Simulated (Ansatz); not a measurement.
Ideal-gas functions of ClFH$_{2}$INZr, SMILES `[NH2][Zr]([F])([Cl])[I]` at 500 K and 1 bar, from an Ansatz frequency run at PBE0-D4/def2-TZVP.

Molar mass 288.6 g/mol, point group C1 (symmetry number 1), electronic degeneracy 1, moments of inertia 275.467, 779.166, 879.166 u Å². Harmonic wavenumbers (cm⁻¹, unscaled): 74, 98, 114, 131, 152, 203, 245, 402, 490, 501, 677, 682, 1532, 3549, 3644.

Use S(trans) = R[1.5 ln M + 2.5 ln T − 1.1517]; rotational temperatures θ = 24.2544 K / I; S(rot) = R[ln(√π/σ · √(T³/θAθBθC)) + 1.5]; for each mode x = 1.438777 ν̃/T, S = R[x/(eˣ − 1) − ln(1 − e⁻ˣ)] and H = RT x/(eˣ − 1); 1 cm⁻¹ = 0.0119627 kJ/mol; R = 8.31446 J/(mol·K).

Question: By hand: the entropy, in J/(mol·K).

Answer: Translation 190.3. Rotation: θ = 0.088, 0.0311, 0.0276 K, giving 134.2. Vibration, mode by mode: 21.19, 18.87, 17.62, 16.48, 15.26, 12.90, 11.39, 7.55, 6.11, 5.96, 3.97, 3.93, 0.55, 0.00, 0.00, in all 141.8. Electronic 0.0. Sum 466.3 J/(mol·K).

Question: By hand: H − E and G − E in kJ/mol, counted from the electronic energy.

Answer: Zero-point energy ½ × 12494 × 0.0119627 = 74.7; thermal vibration 32.4; translation, rotation and pV give 4 RT = 16.6. H − E = 123.7 kJ/mol, and G − E = 123.7 − 500 × 466.3/1000 = -109.5 kJ/mol.

Vibration gives 30 % of the entropy, 74.2 J/(mol·K) of it from the modes under 150 cm⁻¹: soft modes count most, and the harmonic formula is weakest for them. The sum counts one conformer and one mirror image; others add a mixing term.
